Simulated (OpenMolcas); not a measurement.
**4s2 4p3 along the 33-electron sequence**

```
Program             : OpenMolcas 26.06
Method              : SS-RASPT2, IPEA 0.25 Eh, imaginary shift 0.1 Eh
Basis               : ANO-RCC-VTZP
Scalar Hamiltonian  : DKH2, point nucleus
Spin-orbit coupling : state interaction with AMFI integrals over the reference wave functions, term energies averaged over their components
```

Active space for each ion: 5 electrons in 9 orbitals (RAS2 4s 4p; RAS3 4d, at most 2 electrons); closed shells correlated by CASPT2: 3d.

Computed levels in cm-1 above 4S* 3/2:

```tsv
Level	Se+	Br2+	Kr3+
2D* 3/2	14160	16500	18460
2D* 5/2	14620	17340	19790
2P* 1/2	24340	28710	32710
2P* 3/2	24920	29800	34480
weight of 4S* in the lowest level (%)	99	99	98
```

Measured, with the error of the calculation in %. Measured levels: Se+ from NIST Handbook of Basic Atomic Spectroscopic Data; Br2+ from Moore, Atomic Energy Levels, vol. II, NSRDS-NBS 35 (1971 reprint of NBS Circular 467, 1952); Kr3+ from Saloman, J. Phys. Chem. Ref. Data 36, 215 (2007).

| Level | Se+ | Br2+ | Kr3+ |
| --- | --- | --- | --- |
| 2D* 3/2 | 13168 (+7.5) |  | 17038 (+8.3) |
| 2D* 5/2 | 13784 (+6.0) |  | 18700 (+5.8) |
| 2P* 1/2 | 23038 (+5.7) | 26915 (+6.7) | 31056 (+5.3) |
| 2P* 3/2 | 23895 (+4.3) | 28579 (+4.3) | 33406 (+3.2) |

2D* 3/2 changes by a factor of 1.3 over the same range, with steps per unit of Z of +2340, +1960 cm-1.

Over all roots computed the reference weight is 0.93 to 0.99 in Br2+; the roots of lowest weight are the least certain, and an intruder state may touch them. The run also gave levels led by 4s2 4p2 4d, which use shells meant for correlation; these and all levels above them are left out. Measured partners are found by configuration, term and J. A level has none where our copy of the source lacks it or the pairing is in doubt (some pairs that miss far off the trend of their configuration count as doubtful), and it then counts in no deviation. Only configurations of the active space appear.

* marks odd parity.
